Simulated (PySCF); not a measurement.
C5H6F2NOS (charge +1).
SMILES with atom numbers: `[CH3:1][n+:2]1[cH:3][s:4][cH:5][c:6]1[O:7][CH:8]([F:9])[F:10]`

Cartesian coordinates in Å at the GFN2-xTB level; atoms count from 1:
```
atom  x, y, z in Å
C1    -0.944    0.082    1.886
N2    -1.012    0.257    0.456
C3    -2.083    0.652   -0.218
S4    -1.829    0.753   -1.878
C5    -0.205    0.242   -1.675
C6     0.064    0.020   -0.359
O7     1.197   -0.388    0.262
C8     2.303   -0.639   -0.511
F9     2.038   -1.589   -1.419
F10    2.656    0.455   -1.200
H11   -1.904    0.322    2.334
H12   -0.677   -0.950    2.118
H13   -0.171    0.732    2.299
H14   -3.017    0.883    0.262
H15    0.454    0.133   -2.515
H16    3.123   -0.957    0.148
```

NICS = −σ at a ghost point: NICS(0) at the centroid of the ring atoms, NICS(1) 1 Å to either side along the normal of their mean plane, zz for the tensor component along that normal. Level: GIAO PBE0/pcSseg-1 (PySCF, non-relativistic, gas phase) on the GFN2-xTB geometry, one conformer.

Ring bond lengths (Å), with Mayer bond orders in brackets: N2–C3 1.325 (1.35), C3–S4 1.683 (1.32), S4–C5 1.714 (1.19), C5–C6 1.361 (1.52), C6–N2 1.371 (1.02).

Q: What do the NICS probes read (ppm)?

A: 
| ring | type | NICS(0) | NICS(1), two faces | NICS(1)zz, two faces | rms pucker (Å) | centre to ring atoms, mean (Å) |
| --- | --- | --- | --- | --- | --- | --- |
| N2–C3–S4–C5–C6 | 5-membered ring with N and S; formal bonds all aromatic | -14.2 | -10.8 / -10.8 | -25.0 / -25.0 | 0.00 | 1.26 |

Q: What can be read from them?

A: 
- N2–C3–S4–C5–C6: mean NICS(1)zz -25.0 ppm, shielded. The ring is flat and has no four-coordinate atom; by the NICS criterion it is aromatic.

Q: And the bond-length index? HOMA = 1 − mean of α(R − Ropt)² over the ring bonds, with Krygowski's 1993 parameters (CC: Ropt 1.388 Å, α 257.7 Å⁻²; CN: Ropt 1.334 Å, α 93.52 Å⁻²; CS: Ropt 1.677 Å, α 94.09 Å⁻²).

A: 
- N2–C3–S4–C5–C6: HOMA 0.91; the largest term is that of C5–C6, α(R − Ropt)² = 0.19. The geometric and the magnetic index point the same way.

Q: List the ring angles and the Hirshfeld charges of the ring atoms.

A: 
- N2–C3–S4–C5–C6: N2 112.5° (+0.048 e), C3 113.5° (+0.058 e), S4 90.4° (+0.307 e), C5 110.5° (-0.070 e), C6 113.1° (+0.135 e); sum 540.0° against 540° for a flat convex ring.

Q: How shielded are the nuclei of the rings and their hydrogens (means over atoms taken as equivalent)?

A: 
| atoms | environment | σ isotropic (ppm) |
| --- | --- | --- |
| N2 | three-coordinate ring nitrogen | 40.0 |
| C3 | aromatic CH next to a ring nitrogen | 26.0 |
| S4 | ring sulfur | 231.8 |
| C5 | aromatic CH next to a ring sulfur | 69.7 |
| C6 | aromatic carbon bearing oxygen | 32.7 |
| H14 | aromatic hydrogen | 22.90 |
| H15 | aromatic hydrogen | 23.80 |
